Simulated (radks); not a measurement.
The numbers below are computed, except where a source is named.
Coherent X-ray form factor from a spherical all-electron density. Level of theory: non-relativistic Kohn-Sham, PBE, spin-polarised, spherical densities, point nucleus (a radial shooting solver on a logarithmic mesh with Libxc functionals).

sin(theta)/lambda (1/angstrom)  f0 (electrons)
0.05                                    68.435
0.1                                     66.820
0.15                                    64.362
0.2                                     61.338
0.25                                    58.022
0.3                                     54.641
0.4                                     48.245
0.5                                     42.692
0.6                                     37.957
0.8                                     30.301
1                                       24.540
1.25                                    19.665
1.5                                     16.694
2                                       13.128

The species is in the configuration that NIST lists as its ground one. Which atom or ion scatters so?

Answer. The tantalum ion Ta4+, [Xe] 4f14 5d1. Extrapolating in s^2 from the first two rows gives f0(0) = 69.0, near the electron count 69; among species with that count, the fall with angle is slower the higher Z, and the table is that of Z = 73; from so few rows the species is fixed only to a neighbour or two.
